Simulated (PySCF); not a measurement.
## `COB(OC)OC`: ΔSCF against reference XPS values

The experiment to reproduce (core binding energies): B 1s of B3 197.80 eV [1]. Sources and the comparison follow the method.

Species: C₃H₉BO₃.
Z-matrix (Å and degrees, PBE0-D3(BJ)/def2-TZVP geometry), rows numbered from 1:
```
C 
O   1  1.4117
B   2  1.3626  1  120.12
O   3  1.3625  2  119.93  1     0.16
C   4  1.4116  3  120.38  2   179.97
O   3  1.3624  2  119.99  1  -179.68
C   6  1.4116  3  120.18  2     0.35
H   1  1.0932  2  111.17  3   -63.82
H   1  1.0902  2  107.56  3   176.74
H   1  1.0929  2  111.34  3    57.09
H   5  1.0924  4  111.51  3    46.28
H   5  1.0936  4  110.87  3   -74.64
H   5  1.0904  4  107.65  3   166.27
H   7  1.0934  6  111.03  3   -68.96
H   7  1.0927  6  111.44  3    51.95
H   7  1.0903  6  107.61  3   171.77
```

Level of theory: delta-SCF UKS SCAN, pcX-3 on the ionised atom, pcseg-2 elsewhere, spin-free X2C in PySCF. Binding energies are ΔSCF values: E(core-ionised, relaxed orbitals) − E(ground state) at a fixed geometry, referred to the vacuum level.

```
atom             environment  level  this calculation (eV)  reference (eV)  difference (eV)  source
  B3  three-coordinate boron   B 1s                 197.34          197.80            -0.46     [1]
```

[1] measured, gas; Qian, Crumlin, Prendergast, Phys. Chem. Chem. Phys. 2022, 24, 2243

Problem. How far is it from the measured entries?

Solution. The one measured value differs by -0.46 eV, too little evidence for a typical error. The calculation is vertical and has no vibrational structure, and measured positions depend on the energy calibration.

Problem. What does the calculation give for the levels without a reference value here?

Solution. C1/C5/C7 C 1s 292.13 eV; O2/O4/O6 O 1s 538.28 eV.

Topologically equivalent atoms share the value of their first member; where this conformer doesn't relate them by symmetry, their own values could differ. The structure is a single PBE0-D3(BJ)/def2-TZVP conformer in the gas phase; no vibrational or solvent corrections.

On Intel Xeon Platinum 8488C, 2 threads, shared host, this took 58 s wall, 2.3 min CPU and 2.2 GiB of memory at its peak.
